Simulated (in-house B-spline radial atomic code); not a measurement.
## Ionising N⁺ with different functionals

Computed with a B-spline radial code for spherical atoms: non-relativistic Hamiltonian, point nucleus, spin-polarised at highest spin, spherical fractional occupations for the functionals, the average over the highest-spin determinants for Hartree-Fock. The ionisation energy is the difference of two self-consistent energies, [He] 2s2 2p2 → [He] 2s2 2p1, without Breit or QED terms; ε is the level of the shell that loses the electron (its least bound occupied spin orbital).

Hybrids are left out here: with spherical fractional occupations of an open shell their exact exchange keeps a self-interaction that integer-occupation calculations don't have.

```
           method          rung  ΔSCF (eV)  -ε(2p) (eV)
     Hartree-Fock  Hartree-Fock      29.21        30.28
         LDA VWN5           LDA          ?            ?
         LDA PW92           LDA      30.16        22.12
LDA exchange-only           LDA      28.97        21.02
              PBE           GGA      30.08        22.04
           PBEsol           GGA      29.99        21.97
             BLYP           GGA      30.04        21.92
             RPBE           GGA      30.03        22.00
             PW91           GGA          ?            ?
             BP86           GGA      30.13        22.08
             AM05           GGA      29.98        21.96
             OLYP           GGA      30.07        22.01
             TPSS      meta-GGA      30.17        22.18
             SCAN      meta-GGA      30.41        22.54
           r2SCAN      meta-GGA      30.39        22.53
            M06-L      meta-GGA      30.21        22.33
          revTPSS      meta-GGA      30.07        22.10
```

Q: What does PW91 give?

A: ΔSCF 30.19 eV, and -ε(2p) = 22.14 eV.

Q: What does LDA VWN5 give?

A: ΔSCF 30.17 eV, and -ε(2p) = 22.13 eV.

Q: How do they compare with the NIST value?

A: NIST lists 29.601 eV (semi-empirical, ground level to ground level). Errors run from -0.63 to +0.80 eV; AM05 is closest (+0.38 eV), but part of that can be cancellation, since the calculations leave out relativity, Breit-QED terms, multiplet and fine-structure energies. Hartree-Fock also lacks correlation.
